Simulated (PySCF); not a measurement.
A geometry optimisation on `C#C[Si@@H](O)C(Cl)Cl`.

Method: PBE0-D3(BJ)/def2-SVP geometry optimisation, gas phase (PySCF 2.14.0). Start geometry: GFN2-xTB. A driver script takes a list of jobs; this job's settings line and coordinates (Å) are shown.

Command:
```bash
OMP_NUM_THREADS=1 python probes_run.py task.json out
```

Input:
```
{"job": {"xc": "PBE0", "basis": "def2-SVP", "d3": "d3bj", "grid": 1, "shake": 0.01, "kind": "geom"}, "charge": 0, "multiplicity": 1}
C      2.562880    -1.034340     0.223460
C      1.576870    -0.300970     0.088330
Si     0.090900     0.806470    -0.121100
O     -0.258090     1.084830    -1.652410
C     -1.313790    -0.180720     0.749710
Cl    -1.678770    -1.641770    -0.180110
Cl    -2.767960     0.820560     0.878230
H      3.395400    -1.630810     0.326210
H      0.249100     2.131950     0.497130
H     -0.730220     0.428130    -2.184620
H     -1.088210    -0.509150     1.778680
```

Output:
```
step   0  E = -1400.65493238  max force = 0.063385
step   1  E = -1400.66088572  max force = 0.003761
step   2  E = -1400.66117572  max force = 0.001946
step   3  E = -1400.66133428  max force = 0.001789
step   4  E = -1400.66141436  max force = 0.001490
step   5  E = -1400.66145483  max force = 0.000961
step   6  E = -1400.66147278  max force = 0.000558
step   7  E = -1400.66147905  max force = 0.000627
step   8  E = -1400.66148135  max force = 0.000525
step   9  E = -1400.66148204  max force = 0.000448
optimisation converged
```

Energies in Eh; «max force» is the largest Cartesian gradient component in Eh/bohr.

Task: How much energy does the optimisation release, in kJ/mol?

Result: E(step 0) − E(last step) = 0.006550 Eh, which is 17.2 kJ/mol.

Task: Give the first gradient maximum in eV/Å.

Result: With 1 Eh/bohr = 51.422 eV/Å, 3.259 eV/Å.

Main results: final energy -1400.66148 Eh after 9 steps; dipole 2.17 D.

Task: Where do the atoms end?

Result: 0.081 Å rms from the input after alignment:
```
atom  x, y, z in Å
C1     2.5644   -0.9111    0.2851
C2     1.5705   -0.2310    0.1098
Si3    0.0625    0.7846   -0.1232
O4    -0.3144    1.0083   -1.7142
C5    -1.3419   -0.1803    0.7329
Cl6   -1.6742   -1.6293   -0.2684
Cl7   -2.7834    0.8471    0.9013
H8     3.4427   -1.5141    0.4349
H9     0.2233    2.1197    0.4946
H10   -0.6321    0.2281   -2.1823
H11   -1.0810   -0.5480    1.7341
```

The run took 85 s wall on one thread, Arm Neoverse V1 (aarch64), no GPU, shared host with 32 logical CPUs at a one-minute load of 29, and the process peaked at 0.56 GiB of memory.
Labels such as C1 count atoms from 1, the log's own numbers from 0.
